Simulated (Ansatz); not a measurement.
Geometry optimisation, RKS PBE-D4/def2-SVP (Ansatz).

The input (input.yaml):

```yaml
crystal:
  periodic: [false, false, false]
  atoms:
    - { symbol: B, position_ang: [0.0, 0.0, 0.0] }
    - { symbol: O, position_ang: [0.0, 0.0, 1.76] }
    - { symbol: H, position_ang: [-0.9095, -0.2814, 2.0971] }
    - { symbol: F, position_ang: [1.1431, 0.0, -0.66] }
    - { symbol: F, position_ang: [-1.1431, 0.0, -0.66] }
    - { symbol: O, position_ang: [0.0766, 1.621, 0.5392] }
    - { symbol: Si, position_ang: [0.6742, 2.1133, 2.0302] }
    - { symbol: H, position_ang: [1.069, 0.9424, 2.8077] }
    - { symbol: H, position_ang: [1.8341, 2.9769, 1.8293] }
    - { symbol: H, position_ang: [-0.3605, 2.849, 2.751] }
    - { symbol: H, position_ang: [0.0506, 1.0697, 1.5173] }
basis:
  gaussian: { orbitals: def2-SVP }
hamiltonian:
  xc: pbe
  dispersion: d4
relax:
  f_tol: 0.15
  max_steps: 25
  restrain:
    - { distance: [0, 5], at: 2.61, k: 30.0 }
    - { distance: [10, 1], at: 2.21, k: 30.0 }
    - { distance: [0, 1], at: 1.41, k: 30.0 }
    - { distance: [10, 5], at: 1.01, k: 30.0 }
```

Launched with:

```bash
$ ansatz run input.yaml --threads 4 --pin off --max-ram 5120MiB --backend cpu --events-out ev --progress --plain --runs-dir out
```

**Question.** Where does it end, and by what steps?

**Answer.** The forces met the threshold. The restraints hold the end off the free minimum. After 18 steps the energy has fallen by 6.820 eV (the restraints' own energy left out); H3 moved furthest, 1.75 Å. The start is strongly strained (largest force component 9 eV/Å), so its close contacts needn't be bonds. Parted: B1–O6 (1.71 → 2.61 Å), O2–H11 (1.10 → 2.21 Å), Si7–H11 (1.32 → 2.29 Å).

```json
{"step": "0", "energy less start (eV)": "0.0000", "largest force component (eV/Å)": "9.185", "accepted": "yes"}
{"step": "1", "energy less start (eV)": "-1.7872", "largest force component (eV/Å)": "6.096", "accepted": "yes"}
{"step": "2", "energy less start (eV)": "-2.6759", "largest force component (eV/Å)": "4.645", "accepted": "yes"}
{"step": "3", "energy less start (eV)": "-3.5490", "largest force component (eV/Å)": "3.750", "accepted": "yes"}
{"step": "4", "energy less start (eV)": "-4.8077", "largest force component (eV/Å)": "2.793", "accepted": "yes"}
{"step": "5", "energy less start (eV)": "-5.7980", "largest force component (eV/Å)": "2.225", "accepted": "yes"}
{"step": "6", "energy less start (eV)": "-6.2820", "largest force component (eV/Å)": "1.346", "accepted": "yes"}
{"step": "7", "energy less start (eV)": "-6.4785", "largest force component (eV/Å)": "1.043", "accepted": "yes"}
{"step": "8", "energy less start (eV)": "-6.5551", "largest force component (eV/Å)": "0.728", "accepted": "yes"}
{"step": "9", "energy less start (eV)": "-6.5892", "largest force component (eV/Å)": "0.846", "accepted": "yes"}
{"step": "10", "energy less start (eV)": "-6.6650", "largest force component (eV/Å)": "0.627", "accepted": "yes"}
{"step": "11", "energy less start (eV)": "-6.7096", "largest force component (eV/Å)": "0.643", "accepted": "yes"}
{"step": "12", "energy less start (eV)": "-6.7271", "largest force component (eV/Å)": "1.000", "accepted": "yes"}
{"step": "13", "energy less start (eV)": "-6.7646", "largest force component (eV/Å)": "0.892", "accepted": "yes"}
{"step": "14", "energy less start (eV)": "-6.8011", "largest force component (eV/Å)": "0.593", "accepted": "yes"}
{"step": "15", "energy less start (eV)": "-6.8076", "largest force component (eV/Å)": "0.550", "accepted": "yes"}
{"step": "16", "energy less start (eV)": "-6.8119", "largest force component (eV/Å)": "0.610", "accepted": "yes"}
{"step": "17", "energy less start (eV)": "-6.8095", "largest force component (eV/Å)": "0.537", "accepted": "no"}
{"step": "18", "energy less start (eV)": "-6.8202", "largest force component (eV/Å)": "0.562", "accepted": "yes"}
```

```xyz
11
Properties=species:S:1:pos:R:3
B 0.053 -0.340 0.127
O -0.771 -0.933 1.073
H -1.671 -1.045 0.717
F 1.354 -0.231 0.391
F -0.400 -0.010 -1.086
O -0.404 1.830 1.496
Si 0.958 2.561 2.185
H 1.891 1.547 2.792
H 1.637 3.287 1.065
H 0.564 3.554 3.248
H -0.776 1.069 2.007
```

Run time: 37 s on 4 threads of Intel(R) Xeon(R) Platinum 8259CL CPU @ 2.50GHz (Skylake/Cascade Lake) (shared host), peak memory 0.19 GiB.
